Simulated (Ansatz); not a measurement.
Total energies of SiClEt3 (C6H15ClSi) from Ansatz at PBE0-D4/def2-TZVP, gas phase (1 Eh = 27.2114 eV = 2625.5 kJ/mol). The reference geometry is relaxed at r2SCAN-D4/def2-SVP.

| state | geometry | energy (Eh) |
| --- | --- | --- |
| charge 0 singlet | reference | -987.01007 |
| charge 1 doublet | reference | -986.65568 |
| charge 1 doublet | relaxed at r2SCAN-D4/def2-SVP | -986.67898 |
| free Si atom (triplet) | – | -289.24943 |
| free Cl atom (doublet) | – | -459.99739 |
| free C atom (triplet) | – | -37.80537 |
| free H atom (doublet) | – | -0.50104 |

(1) Work out the vertical ionisation energy to the doublet.

(2) How much does the charge 1 doublet relax, and what is the adiabatic ionisation energy?

(3) What is the binding energy per atom against free atoms?

(1) E(charge 1 doublet) − E(charge 0 singlet) = -986.65568 − (-987.01007) = 0.35439 Eh = 9.64 eV. For comparison, −ε of the highest occupied level is 7.92 eV at this level, 1.72 eV less.

(2) Relaxation: -986.65568 − (-986.67898) = 0.02330 Eh = 0.63 eV. Adiabatic ionisation energy: 0.33109 Eh = 9.01 eV, without zero-point energy. 

(3) Atoms: 1 × (-289.24943) + 1 × (-459.99739) + 6 × (-37.80537) + 15 × (-0.50104) = -983.59464 Eh. Binding: -983.59464 − (-987.01007) = 3.41543 Eh = 92.94 eV, or 4.04 eV for each of 23 atoms (no zero-point energy, no counterpoise term).
